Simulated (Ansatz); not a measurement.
Species: H3GaO3, SMILES `[OH][Ga]([OH])[OH]` (charge 0, multiplicity 1), formula H3GaO3.

Question: How many basis functions does frozen-core CCSD(T)/cc-pVTZ // PBE0-D4/def2-TZVP run with Ansatz (an electronic-structure program) use, how many core orbitals are frozen, and how many electrons are correlated?

Answer: 175 basis functions and 12 frozen orbitals, which leaves 34 correlated electrons (filled d shells below the valence shell are correlated). Core time is of the order of minutes.
